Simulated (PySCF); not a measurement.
**Tl: excitation energy**

Tl [Xe] 4f14 5d10 6s2 6p1 (2P) → Tl [Xe] 4f14 5d10 6s1 6p1 6d1 (high-spin determinant), as a difference of total energies. Computed with PySCF 2.14 in aug-cc-pwCVDZ-PP with ECP60MDF (6s5p4d1f, 48 functions), with scalar relativity through the core potential. Correlated levels: valence and next inner shell: nothing frozen outside the core potential. The calculations carry no spin-orbit coupling.

```json
{"method": "UHF", "excitation energy (eV)": "9.666"}
{"method": "MP2 (valence and next inner shell)", "excitation energy (eV)": "11.498"}
{"method": "SCS-MP2 (valence and next inner shell)", "excitation energy (eV)": "11.453"}
{"method": "CCSD (valence and next inner shell)", "excitation energy (eV)": "11.174"}
{"method": "CCSD(T) (valence and next inner shell)", "excitation energy (eV)": "11.218"}
```

Q: How much does correlation contribute at CCSD(T) (valence and next inner shell)?

A: 11.218 − (9.666) = 1.552 eV, measured against UHF.

The upper state lies above the first ionisation limit, but in LS coupling its spin forbids autoionisation to the ground ion; at this Z spin-orbit coupling breaks that rule.

The promoted electron is Rydberg-like, and one or two diffuse shells describe it only roughly, which tends to raise the upper state.

The determinant of the upper state mixes LS terms, which raises its energy above the lowest term, most at the Hartree-Fock and MP2 levels.
